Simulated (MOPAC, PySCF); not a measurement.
CH₄B₂O, SMILES `BOB=C` (H–B–O–B torsion 10°, B–O–B–C torsion 157°), neutral singlet in the gas phase. 

Cartesian coordinates (Å):
```xyz
8

B      2.0042     0.0867    -0.4100
O      0.6597     0.0271    -0.2881
B     -0.6257    -0.0276    -0.1744
C     -2.0046    -0.0867    -0.0524
H      2.4606     0.8915    -1.1578
H      2.6561    -0.6689     0.2374
H     -2.6582     0.5709    -0.6103
H     -2.4922    -0.7931     0.6065
```
Charge 0, multiplicity 1.

All levels are single points at this geometry (B3LYP-D3(BJ)/def2-TZVP); Pople sets use spherical d functions. Orbital energies aren't observables, and empty levels follow the basis.

```
level                            HOMO (eV)  LUMO (eV)  gap (eV)  dipole (D)  vertical IE, Delta-SCF (eV)
-------------------------------  ---------  ---------  --------  ----------  ---------------------------
B3LYP-D3(BJ)/def2-TZVP in PySCF      -6.00      -1.67      4.33        1.31                         8.46
PBE-D3(BJ)/def2-TZVP in PySCF        -5.24      -2.38      2.86        0.92                         8.50
B3LYP/3-21G in PySCF                 -5.73      -1.23      4.50        0.72                            –
B3LYP/6-311+G** in PySCF             -6.02      -1.74      4.28        1.36                            –
BP86/6-31G* in PySCF                 -4.93      -2.02      2.91        0.55                            –
M06-2X/6-31G* in PySCF               -6.92       0.02      6.93        1.28                            –
SVWN5/6-31G* in PySCF                -5.00      -2.19      2.81        0.42                         8.56
HF/3-21G in PySCF                    -8.27       2.71     10.98        1.72                            –
HF/6-31G* in PySCF                   -8.21       2.85     11.05        1.87                         6.79
HF/STO-3G in PySCF                   -6.13       6.67     12.80        1.45                            –
AM1 in MOPAC                         -8.02       0.41      8.43        2.60                            –
PM3 in MOPAC                         -9.66      -0.03      9.62        0.03                            –
PM7 in MOPAC                         -8.72      -0.43      8.29        0.53                            –
```
